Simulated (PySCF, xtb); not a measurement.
C4H10OSi, SMILES C[C@@]1([SiH3])CCO1.

Harmonic wavenumbers (cm⁻¹) from GFN2-xTB (xtb) at its own minimum, in rising order: 94, 108, 181, 199, 226, 341, 360, 526, 555, 574, 753, 778, 780, 787, 824, 916, 942, 977, 1048, 1069, 1109, 1126, 1167, 1181, 1209, 1239, 1274, 1397, 1472, 1478, 1492, 1500, 2241, 2273, 2306, 2909, 2939, 3000, 3009, 3010, 3027, 3039.

Q: What does B3LYP-D3(BJ)/def2-SVP in PySCF give at its own minimum? (The exact figures need the calculation; the answer reports its results.)

A: 100, 161, 210, 215, 241, 343, 356, 532, 635, 646, 756, 829, 871, 903, 926, 950, 955, 984, 994, 1041, 1102, 1161, 1185, 1196, 1233, 1259, 1345, 1387, 1450, 1463, 1473, 1510, 2202, 2226, 2234, 3014, 3019, 3061, 3066, 3103, 3113, 3120. Paired by order, the mean absolute difference is 42 cm⁻¹ and the zero-point energies are 79.3 and 80.9 kcal/mol.
